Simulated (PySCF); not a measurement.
# Excitation energy of Xe by level of theory

Xe [Xe] (1S) → Xe [Kr] 4d10 5s1 5p6 6s1 (3S), as a difference of total energies. Computed with PySCF 2.14 in aug-cc-pwCVTZ-PP with ECP28MDF (8s7p6d4f1g, 96 functions), with a scalar-relativistic core potential. Correlated levels: valence: 4s2 4p6 4d10 frozen; valence and next inner shell: nothing frozen outside the core potential. The calculations carry no spin-orbit coupling.

| method | excitation energy (eV) |
| --- | --- |
| UHF | 23.288 |
| LDA | 20.965 |
| PBE | 20.829 |
| PBE0 | 21.661 |
| r2SCAN | 21.573 |
| wB97X-V | 22.231 |
| PBEsol | 20.900 |
| revPBE | 20.836 |
| B97-3 | 21.767 |
| MP2 (valence) | 23.791 |
| SCS-MP2 (valence) | 24.015 |
| MP2 (valence and next inner shell) | 23.228 |
| SCS-MP2 (valence and next inner shell) | 23.525 |

How much does correlation contribute at MP2 (valence and next inner shell)?

23.228 − (23.288) = -0.060 eV, measured against UHF.

The upper state lies above the first ionisation limit, where it may autoionise and the basis confines it. A Rydberg-like electron needs more diffuse functions than a valence basis has.

The promoted electron is Rydberg-like, and one or two diffuse shells describe it only roughly, which tends to raise the upper state.
